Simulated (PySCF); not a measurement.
GaHI2O, SMILES [I][Ga]([I])[OH].

Geometry optimised at r2SCAN-D4/def2-SVP. The structure was generated by enumeration; whether it is a known compound was not checked. The def2 effective core potentials stand for the cores of I; spin–orbit coupling is left out. One conformer was computed; it need not be the lowest.

All values below come from M06-2X/def2-TZVP (PySCF).

Symmetry labels are those of the subgroup Cs that the program uses (full group Cs).

Q: List the valence orbital energies around the gap with their symmetry. (An estimate is asked for; the answer gives what the named calculation found.)

A: 
| orbital | symmetry | energy (eV) |
|---|---|---|
| HOMO−7 | A' | -13.22 |
| HOMO−6 | A' | -11.50 |
| HOMO−5 | A" | -11.46 |
| HOMO−4 | A' | -10.34 |
| HOMO−3 | A" | -9.57 |
| HOMO−2 | A' | -9.41 |
| HOMO−1 | A" | -9.21 |
| HOMO | A' | -9.04 |
| LUMO | A' | -1.21 |
| LUMO+1 | A" | -0.82 |
| LUMO+2 | A' | 1.19 |
| LUMO+3 | A' | 2.03 |
